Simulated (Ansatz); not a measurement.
Worked example: the barrier

An elementary step of BH$_{2}$SOF, singlet (BH₂SOF ([OH][B]([F])[SH]) → BOF + H₂S; bonds formed: S2–H4; bonds broken: B1–S2, O3–H4). “Start” is the structure reached by relaxing down from the saddle towards the reactants; PBE0-D4/def2-TZVP structures. The saddle:

```csv
atom,x (Å),y (Å),z (Å)
B1,-0.7263,-0.3156,-0.2991
S2,0.5796,0.7889,0.9365
O3,-0.3245,0.0211,-1.4515
H4,0.6212,0.7889,-0.5449
F5,-1.6091,-1.0599,0.3212
H6,1.4591,-0.2234,1.0378
```

Program: Ansatz 0.2.0. Basis: def2-TZVPP and def2-QZVPP. Cores are frozen in the correlated methods.

Energies in eV:

| quantity | saddle | start |
| --- | --- | --- |
| Hartree–Fock, triple zeta (X = 3) | -16267.71265 | -16270.66867 |
| Hartree–Fock, quadruple zeta (X = 4) | -16268.27428 | -16271.22181 |
| MP2 correlation, X = 3 | -21.33582 | -20.63298 |
| MP2 correlation, X = 4 | -23.13910 | -22.43487 |
| CCSD(T) correlation, X = 3 | -22.65256 | -22.02959 |

Q: Work out the barrier at the basis limit: extrapolate Hartree–Fock as E(X) = E∞ + A exp(−7.88 √X) and the MP2 correlation as E(X) = E∞ + B X^−2.97 (the exponents that Neese and Valeev fitted for def2-TZVPP and QZVPP), then add CCSD(T) − MP2 in triple zeta.

A: Each step is linear, so take the differences first (saddle − start): Hartree–Fock 2.95602 (X = 3) and 2.94753 (X = 4); MP2 correlation -0.70284 and -0.70423; CCSD(T) correlation -0.62297.
Two points give E∞ = E(4) + w [E(4) − E(3)], with w = 1/(exp(7.88 (2 − √3)) − 1) = 0.1377 for Hartree–Fock and w = 1/((4/3)^2.97 − 1) = 0.7407 for the correlation.
Hartree–Fock: 2.94753 + 0.1377 × (-0.00849) = 2.9464 eV.
MP2 correlation: -0.70423 + 0.7407 × (-0.00139) = -0.7053 eV.
CCSD(T) − MP2: -0.62297 − (-0.70284) = 0.0799 eV.
Sum: 2.9464 + (-0.7053) + 0.0799 = 2.3210 eV, or 53.52 kcal/mol. Plain CCSD(T) in triple zeta gives 2.3331 eV, so the larger basis shifts the result by -0.0121 eV.

No T1 diagnostic of these runs exceeds 0.016.

Labels in which every atom is bracketed show which atoms are joined, not bond orders.

For scale, one of the runs: CCSD(T)/def2-TZVPP, 163 basis functions, launched by `ansatz run in.yaml --threads 2 --pin off --events-out ev --progress --plain --max-ram 4352MiB`. Hardware: 2 CPU threads of an Arm Neoverse V2, shared host. Wall time 28 s; peak host memory 1.3 GiB.
